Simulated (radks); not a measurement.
Initial-state core-level shifts of neutral iron when its valence configuration changes from [Ar] 3d6 4s2. All-electron calculation, Dirac Kohn-Sham, PBEsol, spin-unpolarised, spherical densities, finite nucleus; open shells fill j = l - 1/2 first; Fermi nuclear charge, rms radius 3.7377 fm. Program: a radial shooting solver on a logarithmic mesh with Libxc functionals. Shifts are changes of the shell-averaged eigenvalues in eV (positive: less bound); the change of the density at the nucleus, which sets a Mossbauer isomer shift, is in e/bohr^3, on a base of 1.507e+04.

valence               1s       2s       2p       3s  density at nucleus
3d5 4s2 4p1       -7.739   -8.527   -8.452   -7.546              +5.118
3d6.5 4s1.5       +2.436   +2.763   +2.732   +2.461              -4.340
3d6 4s1.5 4p0.5   -0.887   -0.839   -0.842   -0.884              -2.649
3d5.5 4s1.5 4p1   -4.537   -4.853   -4.820   -4.482              -0.646
3d6 4p2           -3.194   -3.009   -3.019   -3.189             -11.892
3d6 4s1 4p1       -1.703   -1.608   -1.614   -1.698              -5.533
3d5.5 4s2 4p0.5   -3.724   -4.077   -4.043   -3.674              +2.404
3d4 4s2 4p2      -16.595  -18.472  -18.301  -15.784             +11.394
3d4.5 4s2 4p1.5  -12.034  -13.333  -13.211  -11.591              +8.122
